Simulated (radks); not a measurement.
Values are calculated unless marked as measured or tabulated.
The mercury ion Hg70+, configuration [Ne].

Code: a radial shooting solver on a logarithmic mesh with Libxc functionals. Model: scalar-relativistic Kohn-Sham, LDA (Slater exchange, VWN5 correlation), spin-polarised, spherical densities, finite nucleus; Fermi nuclear charge, rms radius 5.4648 fm.

Energy parts (eV):
part                      energy
total                 -357664.91
kinetic                416629.90
electron-nucleus      -794564.25
Hartree                 24074.25
exchange-correlation    -3804.82

Orbitals (lengths in bohr, moments of r in powers of bohr; r(90%) holds 90 % of the orbital's charge):
orbital  occ.  eigenvalue (eV)  r(90%)       <r^4>      <r^2>
1s          2        -89646.66  0.0303   3.984e-07  0.0003806
2s          2        -20918.96   0.107  0.00005405   0.005620
2p          6        -18952.83   0.101  0.00004301   0.004696

The highest occupied level is 2p at -18952.8 eV. Summed over all electrons, <r^2> = 0.04018 bohr^2, which gives a Langevin (diamagnetic) susceptibility term of -0.0318 x 10^-6 cm^3/mol.
